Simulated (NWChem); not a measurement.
A series in which one site is exchanged, each optimised at PBE0/def2-SVP with NWChem, gas phase unless a solvent is named. All stand in one matching conformer (torsions within 35°), which need not be the lowest. Some are not confirmed as minima by frequencies. def2 effective core potentials on Sn; no spin-orbit coupling.

A: [OH][SnH]([OH])[Br] (SnH₃O₂Br; site = Br)
B: [OH][SnH]([OH])[Cl] (SnH$_{3}$O$_{2}$Cl; site = Cl)
C: [OH][SnH]([OH])[F] (SnH3O2F; site = F)

Values for A:

- dipole (D), PBE0/def2-SVP: 0.77
- orbital gap (eV), PBE0/def2-SVP: 7.02
- static polarisability, B3LYP/def2-SVPD (bohr³): 70.6
- lowest singlet excitation, B3LYP/def2-SVPD, TDA (eV): 5.25

Problem. How do these values change for the other members?

Solution. 
```tsv
change from A	B	C
dipole (D), PBE0/def2-SVP	-0.03	+0.11
orbital gap (eV), PBE0/def2-SVP	+0.45	+0.67
static polarisability, B3LYP/def2-SVPD (bohr³)	-8.8	-24.4
lowest singlet excitation, B3LYP/def2-SVPD, TDA (eV)	+0.44	+0.69
```
